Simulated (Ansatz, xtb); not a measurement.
**Two isomers of C4H2FO2−**

We compare X, `[O-]c1cc(F)co1`, a singlet, with Y, `[O-]c1occc1F`, a singlet. Both are isolated ions in the gas phase, relaxed with PBE0-D3(BJ)/def2-SVPD.

Energies in hartree; the thermal terms are from GFN2-xTB frequencies at re-optimised GFN2-xTB minima (ideal gas, soft modes damped towards free rotors, one conformer each, 298.15 K, 1 atm) and include the zero-point energy:

|  | X | Y |
| --- | --- | --- |
| E, CCSD(T)/def2-SVPD | −402.667628 | −402.659912 |
| E, MP2/def2-SVPD | −402.606349 | −402.598961 |
| E, MP2/def2-TZVPPD | −403.297953 | −403.289973 |
| zero-point energy | 0.051338 | 0.051309 |
| H(298 K) − E | 0.057766 | 0.057783 |
| G(298 K) − E | 0.022161 | 0.022033 |

Problem. Correct the CCSD(T) difference for the basis set by the MP2 change, then work out ΔE, ΔE₀, ΔH and ΔG for X → Y in kJ/mol (1 Eh = 2625.50 kJ/mol) and the equilibrium ratio [Y]/[X].

Solution. 1. Differences Y − X: CCSD(T) +0.007716, MP2 in the small set +0.007388, MP2 in the large set +0.007980 Eh.
2. ΔE = +0.007716 + (+0.007980 − (+0.007388)) = +0.008308 Eh = +21.81 kJ/mol.
3. ΔE₀ = ΔE + ΔZPE = +0.008308 + (−0.000029) Eh = +21.74 kJ/mol.
4. ΔH = ΔE + (+0.000017) Eh = +21.86 kJ/mol.
5. ΔG = ΔE + (−0.000128) Eh = +21.48 kJ/mol, so ΔS = (ΔH − ΔG)/T = +1.3 J/(mol K).
6. kT = 0.9442 mEh, so K = [Y]/[X] = exp(−ΔG/kT) = exp(−8.66) ≈ 1.7 × 10^−4.

Structure X is favoured at this temperature. An error of 4 kJ/mol in ΔG would change K by a factor of 5. Mirror images and further conformers aren't counted.

As drawn, both hold the same kinds of bond in the same numbers.

Other levels gave ΔE = +16.7 (GFN2-xTB); +27.4 (HF/STO-3G, GFN2-xTB geometries); +20.0 (r2SCAN-D4/def2-SVPD, GFN2-xTB geometries); +20.3 (PBE0-D3(BJ)/def2-SVPD); +30.4 (HF/def2-SVPD); +19.4 (MP2/def2-SVPD); +20.3 (CCSD(T)/def2-SVPD) kJ/mol. The correlated steps freeze 7 core orbitals. Programs: Ansatz 0.2.0, xtb 6.7.1.
